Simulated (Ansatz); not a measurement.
# Ligand exchange: SiH3(SH) + InH2(SH) → SiH2(SH)2 + InH3

Species: SiH3(SH) (sulfanylsilane), singlet; InH2(SH), singlet; SiH2(SH)2, singlet; InH3 `[InH3]`, singlet. The partners trade H for SH: Si–H and In–SH bonds give way to Si–SH and In–H.

Shapes, held fixed at every level: PBE0-D4/def2-TZVP. Flexible molecules stand in one conformer, not always the lowest. Programs: Ansatz 0.2.0. The zero-point and thermal change to 298 K, harmonic and unscaled (PBE0-D4/def2-TZVP), is -4.5 kJ/mol.

```
                level                    kind  ΔH(298 K) (kJ/mol)  less CCSD(T)/def2-TZVPP  CPU time (sum over the molecules)
          HF/def2-SVP            Hartree–Fock               +49.8                     +7.3                                  –
  BHLYP-D4/def2-TZVPP           global hybrid               +41.3                     -1.2                               16 s
   PBE0-D4/def2-TZVPP           global hybrid               +37.2                     -5.3                               15 s
r2SCAN0-D4/def2-TZVPP           global hybrid               +39.1                     -3.4                               24 s
   wB97M-V/def2-TZVPP  range-separated hybrid               +36.9                     -5.6                               52 s
         MP2/def2-SVP     perturbation theory               +47.3                     +4.8                                  –
     CCSD(T)/def2-SVP   coupled cluster or CI               +48.5                     +6.0                                8 s
   CCSD(T)/def2-TZVPP   coupled cluster or CI               +42.5                      0.0                            1.7 min
```

The highest level, CCSD(T)/def2-TZVPP, gives ΔH(298 K) = +42.5 kJ/mol; the levels span +36.9 to +49.8. The column of differences is taken from that level and isn't an error. No measured value is set beside it here. For atoms past krypton def2 sets carry core potentials with scalar relativity. Correlated rows may include outer-core shells of In, which these sets cover unevenly. Times are processor times on shared x86 and Arm servers, and rough.
